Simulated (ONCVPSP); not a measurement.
**Ce: variants of one ONCV potential**

Base potential:

- Element: Ce (Z = 58)
- Generator: ONCVPSP 4.0.1
- Type: optimised norm-conserving Vanderbilt (ONCV)
- Functional: PBE
- Relativity: scalar-relativistic
- Frozen core: [Kr] 4d10 4f1
- Valence charge: 11
- Reference configuration: 5s2 5p6 5d1 6s1.5 (charge +0.5)
- Partial waves: 5s+6s: rc 2.55 bohr, ncon 4, nbas 8, qcut 3.9 1/bohr, 2 projectors; 5p: rc 2.70 bohr, ncon 4, nbas 8, qcut 5.2 1/bohr, 3 projectors, debl 2 Ha; 5d: rc 3.80 bohr, ncon 5, nbas 10, qcut 4 1/bohr, 1 projector
- Local potential: polynomial inside 1.60 bohr (lpopt 5, dvloc0 0 Ha)
- Core correction: Teter function, fcfact 3.25, rcfact 1.2

Cutoffs, loose and tight: the cutoffs (Ha) at which the residual kinetic energy of the hardest occupied pseudo-wave falls to 1 and 0.1 mHa per electron. They do not see the model core or the augmentation charge, which bear on the density cutoff. Test errors are all-electron minus pseudo excitation energies from the reference, over the configurations 5s2 5p6 5d1 6s2; 5s2 5p6 5d1 6s1; 5s2 5p6 5d1 6s0; 5s2 5p6 5d0 6s2. A dash means not determined; rows that change the core or the reference have their own tests. The largest error is taken over the tests solved by every variant that gives reliable tests at all: 5s2 5p6 5d1 6s0; 5s2 5p6 5d1 6s1; 5s2 5p6 5d1 6s2.

```csv
change,outcome,"cutoff, loose","cutoff, tight",bound ghosts,GHOST(+) flags above zero,largest test error (meV)
base,generated,5.7 Ha,8.0 Ha,none,"s, p",-6.0
"core correction Teter function, fcfact 3.2, rcfact 1.2",generated,5.7 Ha,8.0 Ha,none,"s, p",-6.0
s: nproj 3,generated,5.7 Ha,8.0 Ha,none,"s, p",-6.1
"core correction Teter function, fcfact 3.25, rcfact 2.08",generated,5.7 Ha,8.0 Ha,none,"s, p",-121
```

What comes out with this change to the base: p: qcut 3?

outcome: generated; cutoff, loose: 5.9 Ha; cutoff, tight: 22 Ha; bound ghosts: none; GHOST(+) flags above zero: s, p; largest test error (meV): -6.6.

What comes out with this change to the base: s: qcut 2.8; p: qcut 3.7; d: qcut 2.8?

outcome: generated; cutoff, loose: 5.5 Ha; cutoff, tight: 24 Ha; bound ghosts: none; GHOST(+) flags above zero: s, p, d; largest test error (meV): -18.

What comes out with this change to the base: all radii but the core radius scaled by about 1.10 (s 2.80, p 2.96, d 4.16 bohr); local potential polynomial inside 1.76 bohr (lpopt 5, dvloc0 0 Ha)?

outcome: generated; cutoff, loose: 5.5 Ha; cutoff, tight: 6.9 Ha; bound ghosts: none; GHOST(+) flags above zero: s; largest test error (meV): -8.3.
